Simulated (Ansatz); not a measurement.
Ansatz (a quantum-chemistry and plane-wave program) input:

Ansatz 0.2 input:
```yaml
crystal:
  periodic: [false, false, false]
  atoms:
    - {symbol: C, position_ang: [3.54393398, -0.06603887, 0.21573012]}
    - {symbol: C, position_ang: [2.23226390, -0.71934190, 0.08062652]}
    - {symbol: C, position_ang: [1.06681633, 0.27501064, 0.10148876]}
    - {symbol: C, position_ang: [-0.28372142, -0.42759704, -0.01143308]}
    - {symbol: C, position_ang: [-1.44363241, 0.56390819, -0.00315781]}
    - {symbol: C, position_ang: [-2.79558872, -0.14085109, -0.12195462]}
    - {symbol: O, position_ang: [-3.88363437, 0.75062701, -0.06052399]}
    - {symbol: H, position_ang: [3.64542740, 0.83117350, 0.79399349]}
    - {symbol: H, position_ang: [4.42694956, -0.51858696, -0.18899790]}
    - {symbol: H, position_ang: [2.20190447, -1.31139104, -0.83965211]}
    - {symbol: H, position_ang: [2.07783290, -1.43465676, 0.90673034]}
    - {symbol: H, position_ang: [1.18337577, 0.97659213, -0.72735012]}
    - {symbol: H, position_ang: [1.10188649, 0.84889493, 1.02970114]}
    - {symbol: H, position_ang: [-0.40117086, -1.12529946, 0.82101365]}
    - {symbol: H, position_ang: [-0.31408645, -1.00954846, -0.93617891]}
    - {symbol: H, position_ang: [-1.42994690, 1.14302427, 0.92260070]}
    - {symbol: H, position_ang: [-1.33005228, 1.26410187, -0.83659993]}
    - {symbol: H, position_ang: [-2.93756921, -0.82813933, 0.71527778]}
    - {symbol: H, position_ang: [-2.82914558, -0.72333935, -1.05535511]}
    - {symbol: H, position_ang: [-3.78432300, 1.40765163, -0.75867842]}
basis:
  gaussian:
    orbitals: def2-TZVP
hamiltonian:
  xc: b3lyp
  dispersion: d3bj
magnetization: {spin_polarized: true, initial_magnetization: 1}
relax: {f_tol: 0.002, max_steps: 150}
```

Question: What final total energy does it print?

Answer: -311.77512 Eh (B3LYP-D3(BJ)/def2-TZVP). The basis has 295 functions.

It need not be the lowest isomer of its formula.
